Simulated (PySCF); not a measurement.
Vertical excitation energies

Species: C4H4Cl2F2.
Atom-mapped SMILES: `[F:1][C:2]([F:3])([Cl:4])[CH2:5]/[CH:6]=[CH:7]\[Cl:8]` (hydrogens: H9, H10 on C5; H11 on C6; H12 on C7)

Computed, not measured: TDDFT CAM-B3LYP/def2-SVPD, vertical, gas phase, core orbitals frozen in the response in PySCF. One conformer (not necessarily the lowest) at the PBE0-D3(BJ)/def2-SVP geometry, without solvent, vibrations or thermal averaging. Torsions of this conformer, `[F:1][C:2]([F:3])([Cl:4])[CH2:5]/[CH:6]=[CH:7]\[Cl:8]`: F1–C2–C5–C6 -59°, C2–C5–C6–C7 -123°.

```
state  E (eV)  E (kJ/mol)  λ (nm)       f   main configurations (H = HOMO, L = LUMO)
   S1    6.73         649   184.3   0.329                                  H→L (95%)
   S2    6.93         669   178.8  0.0060       H→L+2 (57%), H→L+6 (10%), H→L+3 (9%)
   S3    7.31         705   169.7  0.0064                   H→L+3 (57%), H→L+1 (33%)
   S4    7.37         711   168.2  0.0010                                H-1→L (93%)
   S5    7.62         736   162.6   0.020    H→L+1 (31%), H-3→L+1 (17%), H→L+3 (17%)
   S6    7.73         746   160.4  0.0031  H-2→L+1 (47%), H-2→L+2 (18%), H-2→L (16%)
```

The lowest singlet lies at 6.73 eV (184 nm, vacuum ultraviolet) and is strong; its leading configuration is HOMO→LUMO (95%). The lowest level is also the most intense of those listed (f = 0.329). Löwdin shares by element: HOMO carbon 60% or more, chlorine 31% or more; LUMO carbon 68% or more, chlorine 10% or more (atoms not listed hold the other 21%). Weighted by f, the mean energy of these states is 6.80 eV. The oscillator strengths of these states sum to 0.365; summed over the whole spectrum of an exact calculation they would give the number of electrons, 80 (Thomas–Reiche–Kuhn). The listed states span 1.00 eV, and the widest gap between neighbours is 0.37 eV (S2 to S3). The window holds the lowest 6 singlets.

Rough CPU time on one thread of a shared machine: about 1.8 min.
